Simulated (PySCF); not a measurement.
(silylamino)silyloxymethane (CH9NOSi2), SMILES CO[SiH2]N[SiH3].

Geometry: ωB97X-D3(BJ)/def2-SVP. One conformer was computed; it need not be the lowest.

Two levels are set side by side: TDDFT-PBE/def2-SVPD (PySCF) and TDDFT-B3LYP/def2-SVPD (PySCF). Vertical, same geometry. The lowest singlet is HOMO→LUMO 66 %, HOMO−1→LUMO 33 % with PBE and HOMO→LUMO 99 % with the other functional; states are paired by order. Differences are taken from unrounded values.

```
quantity                              TDDFT-B3LYP
------------------------------------  -----------
lowest singlet excitation (eV)               6.32
lowest triplet excitation (TDA) (eV)         6.01
```

Task: What does TDDFT-PBE give, and how far is it from TDDFT-B3LYP? (The exact figures need the calculation; the answer reports its results.)

Result: 
```tsv
quantity	TDDFT-PBE	TDDFT-PBE minus TDDFT-B3LYP
lowest singlet excitation (eV)	5.80	-0.52
lowest triplet excitation (TDA) (eV)	5.56	-0.45
```

A lower first singlet is the usual sign of a functional without exact exchange. Differences between two approximate levels are no errors against the true value.

Rough cost on one machine, each run with all the roots and properties that it gave: TDDFT-B3LYP against TDDFT-PBE about 5 times.
